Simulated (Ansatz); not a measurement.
Consider the ligand exchange at the Al–Cl bond: `[Cl][AlH][Cl]` + `N=C=O` → `O=C=[N][AlH][Cl]` + HCl.

Gas-phase electronic energies from Ansatz, PBE0-D4/def2-TZVP geometries. CCSD(T)/CBS is the MP2 limit (def2-TZVPP, def2-QZVPP) plus CCSD(T) − MP2 in def2-TZVPP, frozen cores. This one scheme is used for every species. Functionals use def2-TZVPP. HSE06 is defined as in plane-wave codes. One conformer a species, not always the lowest.

`[Cl][AlH][Cl]`:

Z-matrix (Å, degrees):
```
Al
Cl 1 2.082
Cl 1 2.082 2 118.2
H 1 1.563 2 120.9 3 180.0
```

`N=C=O`:

Cartesian coordinates in Å:
```
N -0.204 -0.155 0.722
C -0.145 0.061 -0.466
O -0.229 0.249 -1.608
H 0.578 -0.156 1.352
```

`O=C=[N][AlH][Cl]`:

Cartesian coordinates in Å:
```
O -2.877 0.488 -0.310
C -1.753 0.229 -0.160
N -0.600 -0.051 0.000
Al 1.132 -0.293 0.165
Cl 2.394 1.250 -0.441
H 1.704 -1.624 0.748
```

HCl:

Z-matrix (Å, degrees):
```
Cl
H 1 1.279
```

```csv
level,ΔE (kJ/mol)
HSE06-D4,20.8
CAM-B3LYP-D4,13.6
B2PLYP,15.9
HF/def2-TZVPP,10.2
```

Task: What does CCSD(T)/CBS give? (An estimate is asked.)

Result: Ansatz gave: +17.5 kJ/mol. The listed levels differ from it by 3.3, -3.9, -1.6, -7.3 kJ/mol.

Largest T1 diagnostic among the species: 0.018.

At CCSD(T), def2-SVP lies −5.8 kJ/mol from the extrapolated value and def2-TZVPP −4.1 kJ/mol. In def2-TZVPP, CCSD(T) changes the Hartree–Fock value by +3.2 kJ/mol (the triples alone add +1.5 kJ/mol) and MP2 by +3.7 kJ/mol. From BLYP to BHLYP (50 % exact exchange), in def2-TZVPP and without D4, ΔE moves by −5.6 kJ/mol.
